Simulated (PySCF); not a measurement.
An unknown is described by computed data only.

Formula: C5H10AlNS.

* UV, first state: lowest singlet excitation: 4.46 eV (278 nm, f = 0.000) [TDDFT CAM-B3LYP/def2-SVPD]
* NMR, other nuclei: isotropic shieldings of nuclei other than C and H, by class: 112 (1 N), 332 (1 Al), 717 (1 S) ppm [GIAO B3LYP/pcSseg-1 (pcSseg-2 on Al)]
* Polarisability: 117.9 au [CAM-B3LYP/def2-SVPD]
* 1H NMR: chemical shifts (computed TMS as zero) by class: 1.15 (6 H), 0.14 (4 H) ppm [GIAO B3LYP/pcSseg-1 (pcSseg-2 on Al)]
* 13C NMR: chemical shifts (computed TMS as zero) by class: 154.7 (1 C), 10.2 (2 C), 4.2 (2 C) ppm [GIAO B3LYP/pcSseg-1 (pcSseg-2 on Al)]
* Triplet: lowest triplet excitation (Tamm–Dancoff): 4.22 eV [TDA CAM-B3LYP/def2-SVPD]
* Rotational structure: rotational constants A, B, C: 1.361, 0.803, 0.511 GHz [PBE0-D3(BJ)/def2-SVP]
* Dipole: 3.59 D [CAM-B3LYP/def2-SVPD]
* UV, strongest line: among the 15 lowest singlet transitions: S7 at 6.47 eV (192 nm, f = 0.783) [TDDFT CAM-B3LYP/def2-SVPD]

The electronic properties come from PySCF, for the isolated species, density fitting. Levels stand in brackets. Geometry: PBE0-D3(BJ)/def2-SVP, one conformer, isolated molecule. NMR classes are plain means over equivalent atoms (diastereotopic ones count apart unless rotation or inversion swaps them), as if these changed places fast.

Q: Propose a structure and show how it fits.

A: 5 carbons fall into 3 classes; from least to most shielded: carbon bonded to N and S (154.7 ppm), carbon bonded to C and 3 H (10.2 ppm, 2 C), carbon bonded to Al, C and 2 H (4.2 ppm, 2 C). Hydrogen classes from least to most shielded: 6 H on 2 like atoms (carbon bonded to C and 3 H) (1.15 ppm), 4 H on 2 like atoms (carbon bonded to Al, C and 2 H) (0.14 ppm). The other shieldings belong to: 112 ppm, nitrogen bonded to Al and C; 332 ppm, aluminium bonded to 2 C and N; 717 ppm, sulfur bonded to C. By its constants the optimised geometry is an asymmetric top. Structure: `C[CH2][Al]([CH2]C)[N]=C=S`. The assignments are read from this structure; whether some other isomer fits the data as well wasn't checked.
